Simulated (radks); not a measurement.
Results of a calculation; reference values are marked as such.
Orbital eigenvalues (eV) of the rhodium ion Rh2+, [Kr] 4d7, of relativity; Dirac values are averaged over j with weights 2j + 1. Spin-unpolarised spherical Kohn-Sham, LDA (Slater exchange, Perdew-Wang correlation), point nucleus unless stated (finite: rms radius 4.4945 fm), a radial shooting solver on a logarithmic mesh with Libxc functionals. A level marked "c x" has the speed of light scaled by that factor and shares open shells by 2j + 1; other Dirac levels either fill j = l - 1/2 first or share by 2j + 1.

| shell | non-rel. |
|---|---|
| 1s | -22365 |
| 2s | -3199.7 |
| 2p | -2969.8 |
| 3s | -586.27 |
| 3p | -495.10 |
| 3d | -326.45 |
| 4s | -97.799 |
| 4p | -69.941 |
| 4d | -26.328 |

Give the values at the level "Dirac, c x 5".

Answer. 
shell  Dirac, c x 5  change of magnitude (%)
1s           -22390                    +0.11
2s          -3205.6                    +0.18
2p          -2971.5                    +0.06
3s          -587.40                    +0.19
3p          -495.44                    +0.07
3d          -326.27                    -0.05
4s          -98.013                    +0.22
4p          -69.998                    +0.08
4d          -26.314                    -0.05
